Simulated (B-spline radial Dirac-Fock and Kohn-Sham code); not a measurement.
ΔSCF core binding energies without Breit or QED terms, calculated with a radial B-spline solver.

A sound run for atomic barium, configuration [Xe] 6s2: The ground state converged in 12 iterations, with total energy -8135.65010 Ha, virial ratio 1.93681 and highest orbital energy -4.44 eV. ΔSCF binding energies: K (1s) 37586.0 eV, L3 (2p3/2) 5266.4 eV, M5 (3d5/2) 789.9 eV.

A second run, with one unsound setting: The ground state converged in 8 iterations, with total energy -7693.02687 Ha, virial ratio 1.78311 and highest orbital energy 2012.60 eV. ΔSCF binding energies: K (1s) 36908.9 eV, L3 (2p3/2) 4659.1 eV, M5 (3d5/2) 294.2 eV.

```
iter   energy (Ha)        error
   1    -7686.96757037  1.83e+00
   2    -7692.76464244  2.59e-01
   3    -7692.98871503  9.60e-02
   4    -7693.02126980  3.52e-02
   5    -7693.02656065  9.81e-03
   6    -7693.02686578  8.98e-05
   7    -7693.02686582  4.98e-06
   8    -7693.02686582  1.39e-07
```

Q: Which fault fits the second run best?
A. overfilled shell
B. tolerance below the noise
C. unbound anion
D. box too small

A: D. The input had rmax = 1.0: rmax squeezes the outer orbitals.
